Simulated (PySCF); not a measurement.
**Working out the excitation energy of Te**

Te [Kr] 4d10 5s2 5p4 (3P) → Te [Kr] 4d10 5s1 5p5 (3P). Calculation: PySCF 2.14, in aug-cc-pwCVDZ-PP with ECP28MDF; scalar relativity through the core potential. Frozen: 4s2 4p6 4d10. Energies in hartree (1 hartree = 27.21139 eV):

| part | Te (lower) | Te (upper) |
| --- | --- | --- |
| UHF | -266.998935 | -266.631999 |
| CCSD correlation | -0.083436 | -0.156150 |
| (T) | -0.001633 | -0.014437 |

**Question.** What does Hartree-Fock give?

**Answer.** (-266.631999) − (-266.998935) = 0.366936 hartree = 9.985 eV.

**Question.** What do CCSD and CCSD(T) give?

**Answer.** The CCSD correlation energies differ by -0.072714 hartree = -1.979 eV and the triples by -0.012804 hartree = -0.348 eV, so CCSD gives 8.006 eV and CCSD(T) 7.658 eV.

A double-zeta basis recovers only part of the correlation energy.

The coupled-cluster amplitudes are large, so a single reference is strained.
